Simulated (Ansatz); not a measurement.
Stretching the Se1–H2 bond in hydrogen selenide (SMILES [SeH2]) (multiplicity 1 held, fragments rigid). Energies count from the point at 1.470 Å.
Geometry at that point (charge 0, multiplicity 1):
```xyz
3

Se     0.00007     0.05706     0.00249
H     -1.05251    -0.96889    -0.03820
H      1.05017    -0.97107    -0.04639
```

Restricted levels (R-, RO-) in cc, def2 and unpolarised 6-31G sets keep to the state of the molecule at rest. U- levels take the lowest unrestricted solution at each point, which mixes spins at long bonds. Active spaces are followed from a long bond inwards. Curves can end on different states.

Correlated levels freeze the cores. Filled d and f shells under p-block atoms count as core.

The values were computed with Ansatz (a program for electronic structure). Values without a source in brackets are computed.

Energies in kcal/mol.

```csv
R (Å),R-MP2/cc-pVDZ,U-MP2/cc-pVDZ,R-CCSD/cc-pVDZ,"FIC-MRCISD+Q on CASSCF(4,3)/cc-pVDZ"
1.176,37.1,37.1,37.7,37.9
1.323,6.9,6.9,7.3,7.4
1.470,0.0,0.0,0.0,0.0
1.617,5.0,5.0,4.4,4.2
1.765,15.6,15.6,14.1,13.7
1.985,?,40.6,31.7,30.8
2.206,54.2,60.3,48.2,46.4
2.573,?,72.3,68.2,64.5
2.941,98.0,75.8,79.3,73.6
3.382,108.8,77.0,85.3,77.8
3.970,?,77.4,88.1,79.3
4.705,95.8,77.5,89.0,79.6
```

Fill in the missing entries.


- 2.573, R-MP2/cc-pVDZ: 80.4
- 1.985, R-MP2/cc-pVDZ: 35.1
- 3.970, R-MP2/cc-pVDZ: 109.2

Doubts at one or more of the structures used: a restricted determinant that unrestricted orbitals would lower (R-MP2/cc-pVDZ, R-CCSD/cc-pVDZ); a spin-contaminated determinant (U-MP2/cc-pVDZ); other coupled-cluster roots lie near (R-CCSD/cc-pVDZ); active orbitals that take no part (FIC-MRCISD+Q on CASSCF(4,3)/cc-pVDZ).
